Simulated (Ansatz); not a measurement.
Calculated with Ansatz (gas phase, PBE0-D4/def2-TZVP geometries, no zero-point term in ΔE). CCSD(T)/CBS adds triple-zeta CCSD(T) − MP2 to the extrapolated MP2 energy (def2 sets, frozen cores). Functionals use def2-TZVPP. For Ge outer-core shells are correlated without core-valence functions, which leaves a few kJ/mol of doubt a bond. Scalar relativity is left out up to krypton. Each species was taken in one conformer, which may not be the lowest.

Reaction (redistribution): `BOBF` + `C[CH2][GeH2][SiH3]` → `B[CH2][GeH2][SiH3]` + `COBF`

| species | PBE0-D4 energy (Eh) |
| --- | --- |
| `BOBF` | -226.54128 |
| `C[CH2][GeH2][SiH3]` | -2448.27986 |
| `B[CH2][GeH2][SiH3]` | -2434.40601 |
| `COBF` | -240.36634 |

(1) Work out ΔE.

Largest T1 diagnostic among the species: 0.013.

Answers

(1) ΔE = (-2434.40601) + (-240.36634) − (-226.54128) − (-2448.27986) = 0.04879 Eh = +1.33 eV. CCSD(T)/CBS gives +1.43 eV.

In def2-TZVPP, CCSD(T) changes the Hartree–Fock value by −0.20 eV (the triples alone add −0.04 eV) and MP2 by −0.17 eV. From PBE to PBE0 (25 % exact exchange), in def2-TZVPP and without D4, ΔE moves by +0.07 eV.
